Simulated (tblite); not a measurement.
C7H11BO2.
SMILES with atom numbers: `[CH:1]#[C:2][C@H:3]([CH2:4][CH:5]=[CH2:6])[CH2:7][B:8]([OH:9])[OH:10]` (hydrogens: H11 on C1; H12 on C3; H13, H14 on C4; H15 on C5; H16, H17 on C6; H18, H19 on C7; H20 on O9; H21 on O10)

Cartesian coordinates in Å at the GFN2-xTB level; atoms count from 1:
```xyz
21
C7H11BO2 angstrom
C     -0.5182   -3.7033    0.4143
C     -0.2723   -2.5335    0.4760
C      0.0141   -1.1116    0.5171
C     -1.3102   -0.3229    0.5430
C     -1.0731    1.1331    0.7682
C     -1.3444    2.0791   -0.1122
C      0.8743   -0.7199   -0.6966
B      1.4578    0.7649   -0.6291
O      1.4409    1.5052   -1.7640
O      2.0134    1.1939    0.5327
H     -0.7240   -4.7309    0.3670
H      0.5781   -0.8923    1.4308
H     -1.8354   -0.4781   -0.4014
H     -1.9325   -0.7172    1.3522
H     -0.6390    1.3869    1.7270
H     -1.1588    3.1213    0.0896
H     -1.7688    1.8502   -1.0756
H      1.7127   -1.4185   -0.7529
H      0.2916   -0.8585   -1.6077
H      1.8138    2.3869   -1.7218
H      2.3712    2.0822    0.5429
```

Computed values, GFN2-xTB/tblite, gas phase, harmonic and unscaled. This tight-binding method is rough: wavenumbers can miss measured ones by several per cent, in bad cases by 10 to 20. One conformer, not necessarily the lowest.

Harmonic wavenumbers (cm⁻¹): 52.3, 68.6, 79.6, 82.8, 115.8, 136.8, 194.8, 275.8, 318.4, 357.5, 386.3, 407.9, 468.4, 479.0, 504.3, 522.0, 592.7, 630.2, 655.3, 664.5, 784.6, 822.4, 886.0, 910.4, 921.2, 940.7, 964.4, 983.3, 1020.7, 1039.9, 1064.6, 1106.6, 1168.2, 1209.2, 1222.0, 1244.0, 1260.0, 1262.3, 1295.3, 1311.3, 1333.9, 1417.7, 1468.5, 1479.5, 1716.1, 2289.1, 2920.8, 2949.1, 2972.1, 2987.6, 3006.9, 3053.0, 3096.1, 3120.5, 3393.7, 3597.1, 3605.4.

A = 1871, B = 915.9, C = 730.1 MHz; mass 138.085 u (most abundant isotopes); point group C1, symmetry number 1.

What is the zero-point energy?

½Σν̃ = 36409 cm⁻¹ = 435.54 kJ/mol.

Entropy at 298.15 K, 1 bar (ideal gas, RRHO, classical rotation)?

Translation 170.31, rotation 125.23, vibration 154.32: S = 449.9 J/(mol K).

And Cp and H(298.15 K) − H(0)?

Cp = 190.13 J/(mol K), of which vibrations give 156.87 (their classical limit is 57 R = 473.9); H(298.15 K) − H(0) = 33.87 kJ/mol without the zero-point energy, 23.96 from vibrations.

How do the functions run with temperature in this model?

```json
{"T (K)": "150", "S (J/(mol K))": "348.1", "Cp (J/(mol K))": "114.8", "H − H(0) (kJ/mol)": "11.29", "G − H(0) (kJ/mol)": "-40.93", "ln q(vib)": "4.02"}
{"T (K)": "250", "S (J/(mol K))": "418.6", "Cp (J/(mol K))": "165.7", "H − H(0) (kJ/mol)": "25.30", "G − H(0) (kJ/mol)": "-79.34", "ln q(vib)": "7.33"}
{"T (K)": "400", "S (J/(mol K))": "512.5", "Cp (J/(mol K))": "237.4", "H − H(0) (kJ/mol)": "55.71", "G − H(0) (kJ/mol)": "-149.30", "ln q(vib)": "12.17"}
{"T (K)": "600", "S (J/(mol K))": "622.8", "Cp (J/(mol K))": "306.2", "H − H(0) (kJ/mol)": "110.57", "G − H(0) (kJ/mol)": "-263.12", "ln q(vib)": "18.40"}
{"T (K)": "900", "S (J/(mol K))": "760.1", "Cp (J/(mol K))": "369.7", "H − H(0) (kJ/mol)": "212.79", "G − H(0) (kJ/mol)": "-471.30", "ln q(vib)": "27.02"}
```

q(vib) and H(0) count from the zero-point level.

Blend soft modes into free rotors: weight 1/[1 + (100 cm⁻¹/ν̃)⁴] for the oscillator and the rest for a rotor with moment μB/(μ + B), μ = h/(8π²ν), B = 10⁻⁴⁴ kg m². What vibrational entropy results?

140.68 J/(mol K) in place of 154.32, which changes −T·S at 298.15 K by +4.07 kJ/mol.

Which modes carry the vibrational entropy at 298.15 K?

52.3 cm⁻¹: 19.78; 68.6 cm⁻¹: 17.54; 79.6 cm⁻¹: 16.32; 82.8 cm⁻¹: 16.00; 115.8 cm⁻¹: 13.26; 136.8 cm⁻¹: 11.92 J/(mol K); the other 51 give 59.50 together.

What must be added to the electronic energy to get the Gibbs energy at 298.15 K and 1 bar?

ZPE + [H(298.15 K) − H(0)] − T·S = 435.54 + 33.87 − 134.13 = 335.28 kJ/mol.

Hindered rotation and anharmonicity are outside this model. Other conformers, if any are populated, would add a mixing term that is left out. The structure is chiral; the term R ln 2 for an equal mix with its mirror image is left out.
